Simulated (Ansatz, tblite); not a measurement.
Forces on Al2P2⁻ at its B3LYP-D4/def2-TZVPD geometry. Total charge -1; doublet.

The xTB rows come from tblite. Another isomer (doublet) lies 0.24 eV lower at PBE0-D4/def2-TZVPD; other spin states weren't run for this one.

GFN1-xTB (tblite), largest force 0.51 eV/Å:

```xyz
4
positions Å, forces eV/Å
Al    0.299    0.606   -1.196    0.084    0.170   -0.336
Al   -0.299   -0.606    1.196   -0.084   -0.170    0.335
P    -1.710   -0.377   -0.619   -0.473   -0.104   -0.171
P     1.710    0.377    0.619    0.473    0.104    0.172
```

GFN2-xTB (tblite), largest force 0.67 eV/Å:

```
Al -0.146 -0.295 0.583
Al 0.146 0.295 -0.583
P -0.168 -0.037 -0.061
P 0.168 0.037 0.061
```

PBE-D4/def2-TZVPD (Ansatz), largest force 0.19 eV/Å:

```
Al -0.003 -0.007 0.013
Al 0.003 0.007 -0.013
P -0.177 -0.039 -0.064
P 0.177 0.039 0.064
```
